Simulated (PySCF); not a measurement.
**Electron correlation in Cu²⁺ (copper, charge +2)**

[Ar] 3d8 4p1, one real determinant (an excited configuration). Computed with PySCF 2.14 in aug-cc-pVDZ-PP with ECP10MDF (5s5p4d2f, 54 functions), with scalar relativity through the core potential. Frozen: 3s2 3p6; 9 electrons correlated.

```
  level  correlation energy (mhartree)
   CCSD                        -219.20
    (T)                          -3.45
CCSD(T)                        -222.65
```

Diagnostics: T1 = 0.0077, D1 = 0.0215, largest double amplitude 0.039.

The real determinant used has ⟨L²⟩ near 14 against 20 for a pure G term, so it mixes terms.

Cost of the coupled-cluster step: roughly 2.6 core-seconds, for 9 correlated electrons.

The reference is one real determinant that mixes LS terms of this configuration.
